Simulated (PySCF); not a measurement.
Ni³⁺ (nickel, charge +3) across methods

[Ar] 3d7, high-spin 4F determinant. Computed with PySCF 2.14 in aug-cc-pVTZ, with the non-relativistic Hamiltonian (point nucleus).

```csv
method,E (hartree),mean ε 3p β (eV),mean ε 3d α (eV),mean ε 3d β (eV),Σ⟨r²⟩ (bohr²),⟨S²⟩
MN15,-1506.216,-112.31,-52.766,-49.167,13.04,3.752
revPBE,-1505.914,-107.53,-48.686,-45.963,13.03,3.751
PBE0,-1505.811,-111.86,-51.960,-48.927,12.94,3.751
r2SCAN,-1506.018,-108.81,-49.295,-46.434,12.93,3.751
PBE,-1505.753,-107.60,-48.776,-46.037,13.04,3.751
PBEsol,-1504.472,-107.49,-48.759,-45.836,13.04,3.751
M06-2X,-1506.023,-116.10,-55.377,-51.688,12.91,3.753
UHF,-1504.83008,-123.17,-60.592,-56.537,12.77,3.753
```

(1) Estimate the same row for LDA.

Results:

(1) E (hartree) = -1503.282; mean ε 3p β (eV) = -107.75; mean ε 3d α (eV) = -49.071; mean ε 3d β (eV) = -46.027; Σ⟨r²⟩ (bohr²) = 13.07; ⟨S²⟩ = 3.751.
